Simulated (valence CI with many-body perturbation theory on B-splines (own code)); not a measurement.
**Tm³⁸⁺: electric-dipole lines**

Level of theory: valence CI with perturbative core correlation (CI+MBPT): three valence electrons over a frozen Dirac-Fock core [Ar] 3d10, a basis of 11 s, 11 p, 10 d, 8 f, 5 g, 2 h functions for each j, with the one-electron correlation potential Σ1 (screened to all orders), the two-electron term Σ2, the three-electron term Σ3, Breit, model QED; selected single and double excitations, second order for the rest, scaled by the run's own slope (own B-spline code, finite nucleus).

The last digits are not significant, and no measured levels were compared; by estimate large intervals hold to a few tenths of a per cent, small ones and those within an open d or f shell to about a per cent.

Lines 101 to 150 of 539 in falling wavelength, among levels below 5474.6 × 10³ cm⁻¹, chosen from the strongest by gf and those to the six lowest levels. Wavelengths and rates use the calculated energies. Electric multipoles are in the length gauge, E1 and E2 with the static RPA response of the core. Weak lines are less certain than strong ones. Lines between different terms over intervals too small for the method are left out, as are lines whose strength nearly cancels. Where a level lies close to another of its J and parity, the split of strength between their lines is uncertain. The highest levels of a list are the least certain.

Levels are named by their leading jj configuration (3d3/2^4 stands for four electrons in 3d with j = 3/2), which in mixed levels can hold well under half, so a name can repeat and another be missing. Letters in brackets count levels of one name in rising energy.

| λ vac (Å) | Upper | Lower | A (s⁻¹) | log gf | Branch % |
| --- | --- | --- | --- | --- | --- |
| 80.53 | (4p1/2 4d3/2 4d5/2) J=5/2 [a] | (4p1/2 4p3/2 4d3/2) J=5/2 | 1.17e+11 | -0.17 | 44.1 |
| 80.49 | (4p1/2 4p3/2 4f7/2) J=7/2 [b] | (4s 4p1/2 4f7/2) J=7/2 [b] | 6.95e+10 | -0.27 | 11.0 |
| 80.49 | (4p3/2 4d3/2 4d5/2) J=7/2 [b] | (4s 4d3/2 4d5/2) J=7/2 [b] | 8.62e+10 | -0.17 | 11.7 |
| 80.47 | (4p1/2^2 4f7/2) J=7/2 | (4p1/2^2 4d5/2) J=5/2 | 1.18e+11 | -0.04 | 53.0 |
| 80.47 | (4p1/2 4p3/2 4f5/2) J=5/2 [b] | (4s 4p1/2 4f5/2) J=3/2 | 6.89e+10 | -0.40 | 13.2 |
| 80.47 | (4p1/2 4p3/2 4f7/2) J=7/2 [a] | (4s 4p1/2 4f5/2) J=5/2 [c] | 1.16e+11 | -0.05 | 23.3 |
| 80.44 | (4p1/2 4p3/2 4f7/2) J=3/2 | (4p1/2 4p3/2 4d5/2) J=1/2 | 2.75e+11 | 0.03 | 48.4 |
| 80.43 | (4s 4d3/2 4f7/2) J=9/2 [b] | (4s 4d3/2 4d5/2) J=7/2 [b] | 4.69e+10 | -0.34 | 6.9 |
| 80.43 | (4s 4p1/2 4d3/2) J=3/2 [b] | (4s 4p1/2 4p3/2) J=3/2 [a] | 2.47e+09 | -2.02 | 0.3 |
| 80.41 | (4s 4p1/2 4d5/2) J=7/2 | (4s 4p1/2 4p3/2) J=5/2 | 1.58e+11 | 0.09 | 93.4 |
| 80.36 | (4p1/2 4d5/2^2) J=5/2 | (4p1/2 4p3/2 4d5/2) J=3/2 [a] | 7.75e+10 | -0.35 | 15.6 |
| 80.36 | (4p1/2 4d3/2 4d5/2) J=7/2 [b] | (4s 4p1/2 4f5/2) J=5/2 [a] | 7.27e+10 | -0.25 | 11.6 |
| 80.36 | (4s 4d5/2 4f5/2) J=7/2 [b] | (4s 4p3/2 4f7/2) J=5/2 [a] | 7.63e+10 | -0.23 | 7.9 |
| 80.34 | (4p1/2 4p3/2 4d5/2) J=1/2 | (4p1/2 4p3/2^2) J=1/2 | 3.31e+11 | -0.19 | 62.7 |
| 80.31 | (4p1/2 4p3/2 4f7/2) J=7/2 [c] | (4p1/2 4p3/2 4d5/2) J=7/2 [c] | 4.86e+10 | -0.42 | 5.8 |
| 80.26 | (4p1/2 4d3/2 4d5/2) J=1/2 | (4p1/2 4p3/2 4d3/2) J=1/2 [a] | 2.26e+11 | -0.36 | 62.1 |
| 80.20 | (4s 4d3/2 4d5/2) J=7/2 [b] | (4s 4p3/2 4d3/2) J=5/2 [a] | 5.97e+10 | -0.34 | 7.6 |
| 80.17 | (4p3/2 4d3/2 4d5/2) J=3/2 [d] | (4p3/2^2 4d3/2) J=3/2 [b] | 2.41e+11 | -0.03 | 26.9 |
| 80.07 | (4s 4d5/2 4f5/2) J=11/2 | (4s 4d3/2 4d5/2) J=9/2 | 1.47e+11 | 0.23 | 29.0 |
| 80.03 | (4p1/2 4p3/2 4f7/2) J=3/2 | (4p1/2 4p3/2 4d5/2) J=3/2 [b] | 8.96e+10 | -0.46 | 15.8 |
| 80.02 | (4p3/2 4d5/2^2) J=7/2 [a] | (4s 4p3/2 4f7/2) J=9/2 [a] | 7.54e+10 | -0.24 | 27.6 |
| 80.02 | (4s 4d3/2 4f7/2) J=9/2 [a] | (4s 4d3/2 4d5/2) J=7/2 [a] | 1.21e+11 | 0.06 | 23.1 |
| 80.01 | (4s 4d5/2 4f5/2) J=5/2 [a] | (4s 4p3/2 4f5/2) J=3/2 | 2.70e+11 | 0.19 | 33.6 |
| 80.00 | (4p1/2 4p3/2 4d5/2) J=5/2 [a] | (4p1/2 4p3/2^2) J=3/2 | 1.61e+11 | -0.03 | 50.9 |
| 79.99 | (4s 4d3/2 4f7/2) J=9/2 [b] | (4s 4d3/2 4d5/2) J=9/2 | 1.13e+11 | 0.04 | 16.7 |
| 79.99 | (4p3/2 4d3/2 4d5/2) J=5/2 [b] | (4s 4d3/2 4d5/2) J=7/2 [a] | 8.94e+10 | -0.29 | 13.0 |
| 79.95 | (4s 4d5/2 4f7/2) J=9/2 [c] | (4s 4p3/2 4f5/2) J=7/2 [a] | 4.16e+11 | 0.60 | 54.1 |
| 79.94 | (4p1/2 4p3/2 4f7/2) J=7/2 [b] | (4p1/2 4p3/2 4d5/2) J=5/2 [b] | 1.41e+11 | 0.03 | 22.3 |
| 79.90 | (4p3/2 4d3/2 4d5/2) J=1/2 [b] | (4p3/2^2 4d3/2) J=3/2 [c] | 2.05e+11 | -0.41 | 20.6 |
| 79.89 | (4s 4p3/2 4f7/2) J=3/2 | (4s^2 4f5/2) J=5/2 | 9.48e+10 | -0.44 | 13.6 |
| 79.86 | (4s 4p3/2 4f7/2) J=9/2 [c] | (4s^2 4f7/2) J=7/2 | 8.58e+11 | 0.91 | 83.3 |
| 79.85 | (4p1/2 4p3/2 4f5/2) J=9/2 | (4p1/2 4p3/2 4d5/2) J=7/2 [b] | 1.91e+11 | 0.26 | 36.8 |
| 79.84 | (4p1/2 4p3/2 4d5/2) J=5/2 [b] | (4s 4p1/2 4d5/2) J=5/2 [b] | 2.67e+11 | 0.18 | 55.2 |
| 79.82 | (4p1/2 4p3/2 4f7/2) J=5/2 [a] | (4p1/2 4p3/2 4d5/2) J=5/2 [b] | 2.10e+11 | 0.08 | 40.5 |
| 79.81 | (4s 4p3/2 4f7/2) J=5/2 [a] | (4p3/2^3) J=3/2 [a] | 1.09e+11 | -0.20 | 21.4 |
| 79.80 | (4s 4p3/2 4d5/2) J=1/2 | (4s 4p3/2^2) J=1/2 | 3.45e+11 | -0.18 | 71.8 |
| 79.69 | (4p1/2 4p3/2 4f5/2) J=7/2 | (4s 4p1/2 4f5/2) J=5/2 [b] | 5.18e+10 | -0.40 | 9.7 |
| 79.64 | (4p1/2 4d5/2^2) J=3/2 | (4p1/2 4p3/2 4d5/2) J=5/2 [a] | 8.71e+10 | -0.48 | 17.4 |
| 79.62 | (4p3/2 4d3/2 4d5/2) J=1/2 [a] | (4p3/2^2 4d3/2) J=3/2 [a] | 1.95e+11 | -0.43 | 21.4 |
| 79.60 | (4s 4p1/2 4d5/2) J=5/2 [b] | (4s 4p1/2 4p3/2) J=5/2 | 1.74e+11 | 0.00 | 65.5 |
| 79.53 | (4s 4d5/2 4f5/2) J=7/2 [a] | (4s 4p3/2 4f5/2) J=5/2 [a] | 3.05e+11 | 0.36 | 34.3 |
| 79.42 | (4s 4d5/2^2) J=5/2 | (4s 4p3/2 4d5/2) J=7/2 [a] | 8.84e+10 | -0.30 | 14.0 |
| 79.38 | (4s 4p1/2 4f7/2) J=7/2 [a] | (4s 4p1/2 4d5/2) J=5/2 [a] | 1.18e+11 | -0.05 | 40.0 |
| 79.37 | (4p1/2 4d5/2^2) J=5/2 | (4p1/2 4p3/2 4d5/2) J=5/2 [a] | 1.18e+11 | -0.17 | 23.8 |
| 79.37 | (4p3/2^2 4d3/2) J=3/2 [b] | (4s 4p3/2 4d5/2) J=3/2 [a] | 2.13e+11 | -0.09 | 24.1 |
| 79.34 | (4p1/2 4p3/2 4f7/2) J=7/2 [b] | (4s 4p1/2 4f5/2) J=5/2 [c] | 1.78e+11 | 0.13 | 28.1 |
| 79.31 | (4s 4d5/2^2) J=7/2 | (4s 4p3/2 4d5/2) J=5/2 [b] | 7.01e+11 | 0.72 | 64.9 |
| 79.30 | (4s 4p1/2 4f7/2) J=7/2 [b] | (4s 4p1/2 4d5/2) J=5/2 [b] | 1.78e+11 | 0.13 | 38.1 |
| 79.28 | (4p1/2 4p3/2 4f7/2) J=7/2 [a] | (4p1/2 4p3/2 4d5/2) J=5/2 [a] | 5.88e+10 | -0.35 | 11.8 |
| 79.25 | (4p3/2^3) J=3/2 [a] | (4s^2 4d3/2) J=3/2 | 1.15e+11 | -0.36 | 20.9 |

**Question.** How does gf follow from A for the line at 79.85 Å?

**Answer.** gf = 1.4992 × (2J+1)_upper × A / σ², with σ = 1252314 cm⁻¹ and 2J+1 = 10: gf = 1.83.
